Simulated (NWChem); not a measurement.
System meant: pentafluorosilicate (SiF₅ anion); SMILES [Si-](F)(F)(F)(F)F

NWChem input:

```
start job
memory heap 200 mb stack 900 mb global 1100 mb
charge -1
geometry units angstroms noautoz
  F     -1.627840    -0.229621    -0.392086
  Si     0.000000     0.000000    -0.027009
  F     -0.229621     1.627840    -0.392086
  F      0.229621    -1.627840    -0.392086
  F      0.000000     0.000000     1.619264
  F      1.627840     0.229621    -0.392086
end
basis spherical
  * library def2-svp
end
dft
  xc xpbe96 cpbe96
  iterations 4
  mulliken
end
task dft energy
```

End of the output:

```
    Atom       Charge   Shell Charges
 -----------   ------   -------------------------------------------------------
    1 F    9     9.29   1.98  1.02  0.79  3.23  2.26  0.00
    2 Si  14    13.61   2.00  1.91  0.57  0.23  5.80  1.11  0.88  1.11
    3 F    9     9.29   1.98  1.02  0.79  3.23  2.26  0.00
    4 F    9     9.29   1.98  1.02  0.79  3.23  2.26  0.00
    5 F    9     9.24   1.98  1.01  0.78  3.22  2.25  0.00
    6 F    9     9.29   1.98  1.02  0.79  3.23  2.26  0.00

 center of mass
 --------------
 x =   0.00000000 y =   0.00000000 z =   0.00068710

 moments of inertia (a.u.)
 ------------------
         586.391917092596           0.000000000000          -0.000000000000
           0.000000000000         586.391917092596           0.000000000000
          -0.000000000000           0.000000000000         733.423251055621

     Multipole analysis of the density
     ---------------------------------

     L   x y z        total         alpha         beta         nuclear
     -   - - -        -----         -----         ----         -------
     0   0 0 0     -1.000000    -30.000000    -30.000000     59.000000

     1   1 0 0      0.000000      0.000000      0.000000      0.000000
     1   0 1 0      0.000000      0.000000      0.000000      0.000000
     1   0 0 1     -0.044704     -0.022352     -0.022352      0.000000

     2   2 0 0    -33.722514   -103.721325   -103.721325    173.720136
     2   1 1 0     -0.000000     -0.000000     -0.000000      0.000000
     2   1 0 1      0.000000     -0.000000     -0.000000      0.000000
     2   0 2 0    -33.722514   -103.721325   -103.721325    173.720136
     2   0 1 1     -0.000000     -0.000000     -0.000000     -0.000000
     2   0 0 2    -29.770852    -66.920437    -66.920437    104.070022

 ------------------------------------------------------------------------
 dft energy failed                                                                                  0
 ------------------------------------------------------------------------
 ------------------------------------------------------------------------
  current input line :
    20: task dft energy
 ------------------------------------------------------------------------
 ------------------------------------------------------------------------
 This type of error is most commonly associated with calculations not reaching convergence criteria
 ------------------------------------------------------------------------
 For more information see the NWChem manual at https://nwchemgit.github.io

0:dft energy failed:Received an Error in Communication
```

### Question
Find the fault in this run and fix the input.

### Answer
The run did not converge; its last values are not results. Cause: the SCF was allowed too few iterations. This input runs:
```
start job
memory heap 200 mb stack 900 mb global 1100 mb
charge -1
geometry units angstroms noautoz
  F     -1.627840    -0.229621    -0.392086
  Si     0.000000     0.000000    -0.027009
  F     -0.229621     1.627840    -0.392086
  F      0.229621    -1.627840    -0.392086
  F      0.000000     0.000000     1.619264
  F      1.627840     0.229621    -0.392086
end
basis spherical
  * library def2-svp
end
dft
  xc xpbe96 cpbe96
  iterations 150
  mulliken
end
task dft energy
```
It converges to -787.94599 Ha (PBE/def2-SVP).
